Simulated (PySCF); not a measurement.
ClH₂Si, SMILES Cl[SiH2] (connectivity only; charge and spin as stated), charge +1, multiplicity 1.

Geometry optimised at B3LYP-D3(BJ)/def2-TZVP. The spin state was assumed, not searched. The isomer is the one that the SMILES or the coordinates give; other isomers of the formula were not compared.

Two levels are set side by side: TDDFT-PBE/def2-TZVPD (PySCF) and EOM-CCSD/aug-cc-pVDZ (PySCF). Vertical, same geometry; the bases differ. Differences are taken from unrounded values.

```
quantity                                      EOM-CCSD
--------------------------------------------  --------
lowest singlet excitation (eV)                    5.06
lowest triplet excitation (TDA for PBE) (eV)      4.90
```

Q: What does TDDFT-PBE give, and how far is it from EOM-CCSD? (An estimate is asked for; the answer gives what the named calculation found.)

A: 
```json
[
 {"quantity": "lowest singlet excitation (eV)", "TDDFT-PBE": "4.27", "TDDFT-PBE minus EOM-CCSD": "-0.79"},
 {"quantity": "lowest triplet excitation (TDA for PBE) (eV)", "TDDFT-PBE": "3.99", "TDDFT-PBE minus EOM-CCSD": "-0.91"}
]
```

Functionals without exact exchange tend to place singlet excitations lower, as here. Differences between two approximate levels are no errors against the true value.

Rough cost on one machine, each run with all the roots and properties that it gave: EOM-CCSD against TDDFT-PBE about 5 times.
